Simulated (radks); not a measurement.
Results of a calculation; reference values are marked as such.
Tm4+, configuration [Xe] 4f11.

Code: a radial shooting solver on a logarithmic mesh with Libxc functionals. Model: non-relativistic Kohn-Sham, r2SCAN, spin-polarised, spherical densities, point nucleus; open shells are filled with parallel spins first (spin-orbit coupling, left out, can overturn this in heavy ions); meta-GGA in the generalised Kohn-Sham scheme; relativity is left out, which matters for an element this heavy.

Energy parts (hartree):
total: -12940.8002
kinetic: 12937.2704
electron-nucleus: -30667.0092
Hartree: 5060.1767
exchange-correlation: -271.2380

Orbitals (lengths in bohr, moments of r in powers of bohr; r(90%) holds 90 % of the orbital's charge):
orbital,occ.,eigenvalue (hartree),<r>,r(90%)
1s up,1,-2028.844,0.02197,0.0390
1s down,1,-2028.844,0.02197,0.0390
2s up,1,-330.6493,0.09313,0.143
2s down,1,-330.6482,0.09313,0.143
2p up,3,-315.7366,0.07891,0.127
2p down,3,-315.7357,0.07890,0.127
3s up,1,-75.70753,0.2381,0.348
3s down,1,-75.61863,0.2379,0.347
3p up,3,-68.92846,0.2281,0.340
3p down,3,-68.84765,0.2280,0.340
3d up,5,-56.32336,0.2013,0.312
3d down,5,-56.26558,0.2012,0.312
4s up,1,-16.38278,0.5338,0.765
4s down,1,-16.24211,0.5341,0.765
4p up,3,-13.61368,0.5441,0.789
4p down,3,-13.47244,0.5445,0.790
4d up,5,-8.63439,0.5690,0.852
4d down,5,-8.49273,0.5700,0.854
4f up,7,-2.36151,0.6818,1.13
4f down,4,-2.22816,0.6924,1.16
5s up,1,-3.44265,1.270,1.82
5s down,1,-3.39697,1.281,1.83
5p up,3,-2.64554,1.391,2.01
5p down,3,-2.61017,1.404,2.03
5d up,0,-1.42839,1.787,2.65
5d down,0,-1.40935,1.804,2.68
6s up,0,-1.10367,2.872,4.07
6s down,0,-1.09022,2.894,4.11

The highest occupied level is 4f down at -60.631 eV. Virial ratio -V/T = 2.00027. Spin moment in Bohr magnetons: 3. The electron density at the nucleus is 2.345e+05 e/bohr^3. The spin density at the nucleus is 0.868 e/bohr^3 (1s -0.002, 2s -0.223, 3s -3.586, 4s 1.563, 5s 3.116). Summed over all electrons, <r^2> = 30.76 bohr^2, which gives a Langevin (diamagnetic) susceptibility term of -24.4 x 10^-6 cm^3/mol.
